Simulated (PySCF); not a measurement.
CH₇Cl₂NSi₂. Atoms are numbered in the order given.

```xyz
13

Si    -3.4450    -0.1187    -0.1234
C     -1.7571     0.2628     0.6652
N     -0.6637    -0.2892    -0.1352
Si     0.8927     0.4172    -0.2133
Cl     1.8804     0.4236     1.6198
Cl     1.9949    -0.7090    -1.5487
H     -4.5497     0.3254     0.7765
H     -3.5480    -1.5935    -0.3356
H     -3.5612     0.5678    -1.4406
H     -1.7338    -0.0811     1.7184
H     -1.6532     1.3614     0.7092
H     -0.7321    -1.2865    -0.3209
H      0.8181     1.8268    -0.6469
```

Geometry: B3LYP-D3(BJ)/def2-SVP. This is a generated structure with no PubChem entry under its InChIKey; it may be hypothetical. One conformer was computed; it need not be the lowest.

All values below come from TDA-B3LYP/def2-SVPD (PySCF).

Vertical excitations. The molecule is in vacuum.

| state | energy (eV) | λ (nm) | f | main pairs |
|---|---|---|---|---|
| S1 | 5.89 | 210 | 0.004 | HOMO→LUMO 97 % |
| S2 | 6.26 | 198 | 0.051 | HOMO→LUMO+1 95 % |
| S3 | 6.65 | 187 | 0.023 | HOMO→LUMO+2 92 % |
| S4 | 6.92 | 179 | 0.009 | HOMO→LUMO+3 81 %, HOMO→LUMO+4 16 % |
| S5 | 7.13 | 174 | 0.091 | HOMO→LUMO+4 76 %, HOMO→LUMO+3 15 % |
| S6 | 7.15 | 173 | 0.057 | HOMO→LUMO+5 87 % |
| S7 | 7.38 | 168 | 0.019 | HOMO→LUMO+6 92 % |
| S8 | 7.40 | 168 | 0.016 | HOMO→LUMO+7 87 % |
| S9 | 7.62 | 163 | 0.012 | HOMO→LUMO+8 48 %, HOMO−1→LUMO 33 %, HOMO−2→LUMO 9 % |
| S10 | 7.63 | 163 | 0.036 | HOMO→LUMO+8 44 %, HOMO−1→LUMO 35 %, HOMO−2→LUMO 9 % |
| T1 | 5.76 | 215 | 0 | HOMO→LUMO 84 % |
| T2 | 5.95 | 208 | 0 | HOMO→LUMO+1 76 %, HOMO→LUMO 13 % |
| T3 | 6.34 | 195 | 0 | HOMO→LUMO+2 85 % |
| T4 | 6.63 | 187 | 0 | HOMO→LUMO+4 46 %, HOMO→LUMO+3 36 %, HOMO→LUMO+1 8 % |
Triplets are in the Tamm–Dancoff approximation.
